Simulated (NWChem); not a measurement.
# C₂H₃BFNO; SMILES CB(F)N=C=O

```xyz
9

B     -0.0579     0.9550    -0.0044
F     -1.2100     1.6192     0.0004
C      1.2867     1.7501    -0.0013
H      2.1773     1.1165    -0.1005
H      1.3666     2.3199     0.9405
H      1.2847     2.5006    -0.8084
N     -0.1426    -0.4648    -0.0003
C     -0.0621    -1.6584    -0.0004
O      0.0002    -2.8227    -0.0001
```
Atoms are numbered in this order, from 1.

Computed with NWChem. Medium grid unless said otherwise, to which SCAN and Minnesota functionals are sensitive. Geometry: optimised at PBE0/def2-SVP. Hybrids' shares of exact exchange are those that their runs print; pure functionals count as 0. The functionals differ in more than this share.

| row | share of exact exchange | highest occupied level (eV) |
|---|---|---|
| PBE/def2-SVP | 0.00 | -7.24 |
| r2SCAN/def2-SVP | 0.00 | -7.64 |
| B3LYP/def2-SVP | 0.20 | -8.44 |
| PW6B95/def2-SVP | 0.28 | withheld |
| Hartree-Fock/def2-SVP | 1.00 | -12.29 |

Problem. Fit a straight line of the last column on the one before it, predict the withheld value, and compare with the run.

Solution. 
1. Means of the 4 shown rows: x = 0.300, y = -8.902. Slope Σ(x − x̄)(y − ȳ)/Σ(x − x̄)² = -3.295/0.6800 = -4.846; intercept -7.449.
2. The shown rows scatter about the line by 0.142 (root mean square); the largest residual is +0.21, at PBE/def2-SVP.
3. At x = 0.28 (PW6B95/def2-SVP; inside the shown range) the line gives -8.81.
4. The run gives -8.84, -0.03 from the line, 0.2 times the scatter.
